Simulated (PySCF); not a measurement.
Ga(SH)3 (GaH₃S₃), SMILES [SH][Ga]([SH])[SH]. The structure is a stationary point at PBE0-D3(BJ)/def2-SVP. The structure was generated by enumeration; whether it is a known compound was not checked. One conformer was computed; it need not be the lowest.

Problem. Give the equilibrium geometry at PBE0-D3(BJ)/def2-SVP (PySCF confirms it by a frequency run) as Cartesian coordinates in Å, and its point group. (Estimate from the structure and the level; the computed values follow.)

Solution. One answer among several that fit: point group Cs.
```xyz
7

Ga    -0.0095    -0.0010     0.0000
S     -1.2603     1.8047     0.0000
H     -0.1992     2.6420     0.0000
S      2.1843     0.2084     0.0000
H      2.4210    -1.1215     0.0000
S     -1.0501    -1.9395     0.0000
H      0.0884    -2.6666     0.0000
```
